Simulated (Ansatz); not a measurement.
A nudged elastic band was laid between two geometries of FH + GeH4 (7 atoms, charge 0, multiplicity 1).

Theory: RKS revPBE-D4/def2-SVP (Ansatz 0.2.0).

```yaml
movable_images: 9
climbing_image: yes
spring: 5.0 eV/Å²
optimiser: quadratic models (default)
start_path: through a guess of the saddle point
force_threshold: 0.05 eV/Å
iteration_limit: 60
end_points: relaxed
```

Image 0:

```xyz
7
Properties=species:S:1:pos:R:3
Ge 0.257 0.000 -0.116
H 0.192 0.000 1.444
H 1.756 0.000 -0.513
H -0.434 1.274 -0.652
H -0.434 -1.274 -0.652
F -2.521 0.000 1.384
H -1.701 0.000 1.837
```

Image 10:

```xyz
7
Properties=species:S:1:pos:R:3
Ge -0.234 0.001 -0.795
H -0.560 -0.002 3.547
H 1.146 0.002 -0.088
H -0.469 1.287 -1.628
H -0.469 -1.288 -1.625
F -1.460 0.002 0.489
H -0.839 -0.001 2.833
```

**Question.** Which bonds break or form, and what moves?

**Answer.** Bonds broken: Ge1–H2, F6–H7. Bonds formed: Ge1–F6, H2–H7. FH + GeH4 becomes FGeH3 + H2.

**Question.** Give the energies along the band, and the barrier.

**Answer.** The run converged. The highest image is number 3 of 0 to 10, 135.0 kJ/mol above the first end and 172.3 kJ/mol above the last; the last end lies 37.3 kJ/mol below the first. A vibrational analysis at the climbing image gives 2 clearly imaginary modes (1110i, 193i cm⁻¹): a point of higher order, so a lower path passes nearby. The orbitals stay closed-shell, which can raise the energy where a bond breaks towards radicals; this wasn't checked here.

```
image  path coordinate (Å)  energy (kJ/mol)  Ge1–H2 (Å)  F6–H7 (Å)  Ge1–F6 (Å)
    0                 0.00              0.0        1.56       0.94        3.16
    1                 0.49              8.9        1.58       0.95        2.80
    2                 0.98             62.0        1.68       0.99        2.38
    3                 1.47            135.0        1.94       1.24        2.07
    4                 1.91             79.6        2.20       1.58        1.87
    5                 2.35             20.2        2.55       1.81        1.80
    6                 2.80            -15.2        2.91       1.99        1.78
    7                 3.24            -31.2        3.31       2.19        1.78
    8                 3.68            -36.1        3.73       2.36        1.78
    9                 4.12            -37.1        4.07       2.42        1.77
   10                 4.56            -37.3        4.35       2.43        1.78
```

**Question.** What is the geometry of the highest image?

**Answer.** 
```xyz
7
Properties=species:S:1:pos:R:3
Ge -0.192 0.000 -0.120
H 0.036 -0.003 1.807
H 1.372 0.002 -0.032
H -0.611 1.323 -0.802
H -0.610 -1.323 -0.799
F -1.944 0.003 0.979
H -0.937 -0.001 1.700
```

The band took 14 iterations and of the order of 5 core-minutes.

Run time: 4.9 min on 1 thread of Arm Neoverse N1, with other jobs on the host, peak memory 0.13 GiB.
